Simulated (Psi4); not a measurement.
digermane (H6Ge2), singlet, geometry from GFN2-xTB; HF/6-31G in Psi4 1.11.

Input for Psi4:
```
memory 2 GB

molecule {
0 1
Ge   -1.17547558    0.12031447   -0.01616232
Ge    1.17547558   -0.12031447    0.01616232
H    -1.83910444   -0.70892524   -1.07255537
H    -1.62122062    1.52722241   -0.27292961
H    -1.82715328   -0.27710333    1.27278427
H     1.62480881   -1.45976226    0.51414555
H     1.85937790    0.88294663    0.89351790
H     1.80329164    0.03562178   -1.33496274
symmetry c1
}

set {
  basis 6-31g
}

energy('scf')
print_variables()
```

Question: What does Psi4 print? Leave out banner, timings and long lists.

Answer: 
```
   => Loading Basis Set <=

    Name: 6-31G
    Role: ORBITAL
    Keyword: BASIS

         ---------------------------------------------------------
                                   SCF
               by Justin Turney, Rob Parrish, Andy Simmonett
                          and Daniel G. A. Smith
                              RHF Reference
         ---------------------------------------------------------

  ==> Geometry <==

    Molecular point group: c1
    Full point group: C1

    Geometry (in Angstrom), charge = 0, multiplicity = 1:

       Center              X                  Y                   Z               Mass
    ------------   -----------------  -----------------  -----------------  -----------------
         GE          -1.175475580065     0.120314470065    -0.016162320000    73.921177761000
         GE           1.175475579935    -0.120314469935     0.016162320000    73.921177761000
         H           -1.839104440065    -0.708925239935    -1.072555370000     1.007825032230
         H           -1.621220620065     1.527222410065    -0.272929610000     1.007825032230
         H           -1.827153280065    -0.277103329935     1.272784270000     1.007825032230
         H            1.624808809935    -1.459762259935     0.514145550000     1.007825032230
         H            1.859377899935     0.882946630065     0.893517900000     1.007825032230
         H            1.803291639935     0.035621780065    -1.334962740000     1.007825032230

  Running in c1 symmetry.

  Rotational constants: A =      1.47055  B =      0.07292  C =      0.07292 [cm^-1]
  Rotational constants: A =  44086.05038  B =   2186.13136  C =   2186.13136 [MHz]
  Nuclear repulsion =  330.797161607521730

  Charge       = 0
  Multiplicity = 1
  Electrons    = 70
  Nalpha       = 35
  Nbeta        = 35

  ==> Algorithm <==

  SCF Algorithm Type is DF.
  DIIS enabled.
  MOM disabled.
  Fractional occupation disabled.
  Guess Type is SAD.
  Energy threshold   = 1.00e-06
  Density threshold  = 1.00e-06
  Integral threshold = 1.00e-12

  ==> Primary Basis <==

  Basis Set: 6-31G
    Blend: 6-31G
    Number of shells: 34
    Number of basis functions: 70
    Number of Cartesian functions: 70
    Spherical Harmonics?: false
    Max angular momentum: 2

   => Loading Basis Set <=

    Name: (6-31G AUX)
    Role: JKFIT
    Keyword: DF_BASIS_SCF

  ==> Integral Setup <==

  SCF_SUBTYPE=INCORE selected. In-core MEM_DF algorithm will be used.
  Using in-core AOs.

[...]
    Total      70      70
   -------------------------

  ==> Iterations <==

                           Total Energy        Delta E     RMS |[F,P]|

   @DF-RHF iter SAD: -4145.12701669080980   -4.14513e+03   0.00000e+00
   @DF-RHF iter   1: -4150.30926235500738   -5.18225e+00   4.86853e-02 ADIIS/DIIS
   @DF-RHF iter   2: -4151.55663244821335   -1.24737e+00   3.63508e-02 ADIIS/DIIS
   @DF-RHF iter   3: -4152.41100111565629   -8.54369e-01   4.30359e-03 ADIIS/DIIS
   @DF-RHF iter   4: -4152.42420593793940   -1.32048e-02   1.77621e-04 ADIIS/DIIS
   @DF-RHF iter   5: -4152.42438809480063   -1.82157e-04   3.74011e-05 DIIS
   @DF-RHF iter   6: -4152.42440064926177   -1.25545e-05   5.63083e-06 DIIS
   @DF-RHF iter   7: -4152.42440084457940   -1.95318e-07   6.72229e-07 DIIS
  Energy and wave function converged.

  ==> Post-Iterations <==

    Orbital Energies [Eh]
    ---------------------

    Doubly Occupied:

[...]
    Virtual:

[...]
    Final Occupation by Irrep:
              A
    DOCC [    35 ]
    NA   [    35 ]
    NB   [    35 ]

  @DF-RHF Final Energy: -4152.42440084457940

   => Energetics <=

    Nuclear Repulsion Energy =            330.7971616075217298
    One-Electron Energy =               -6452.0028049068041582
    Two-Electron Energy =                1968.7812424547023511
    Total Energy =                      -4152.4244008445803047

Computation Completed

Properties will be evaluated at   0.000000,   0.000000,   0.000000 [a0]

Properties computed using the SCF density matrix

 Multipole Moments:

 ------------------------------------------------------------------------------------
     Multipole            Electronic (a.u.)      Nuclear  (a.u.)        Total (a.u.)
 ------------------------------------------------------------------------------------

 L = 1.  Multiply by 2.5417464519 to convert [e a0] to [Debye]
 Dipole X            :         -0.0000000            0.0000000           -0.0000000
 Dipole Y            :          0.0000000           -0.0000000            0.0000000
 Dipole Z            :          0.0000000            0.0000000            0.0000000
 Magnitude           :                                                    0.0000000

 ------------------------------------------------------------------------------------

  Variable Map:
  ----------------------------------------------------------------------------
[...]
  Array Variable Map:
  ----------------------------------------------------------------------------
[...]
[...]
```
